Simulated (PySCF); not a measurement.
A structure optimised at PBE0-D3(BJ)/def2-SVP, used in a PySCF frequency run:

```
Si
N 1 1.7222
H 2 1.0117 1 121.66
H 2 1.0123 3 112.06 1 159.74
H 1 1.4962 2 105.39 3 -19.51
C 1 1.8922 5 113.51 2 135.00
H 6 1.0994 1 122.41 5 -30.46
H 6 1.1036 7 108.14 1 130.26
C 6 1.5518 7 117.06 8 125.70
H 9 1.1027 6 109.81 7 33.26
H 9 1.1028 10 106.75 6 125.03
C 9 1.5513 10 109.87 11 125.13
H 12 1.0997 9 116.89 10 -33.32
H 12 1.1036 13 108.18 9 125.53
```

Write its SMILES and formula.

N[SiH]1CCC1, C3H9NSi

What are its rotational constants (standard atomic weights)?

7.9213, 2.9291, 2.4776 GHz
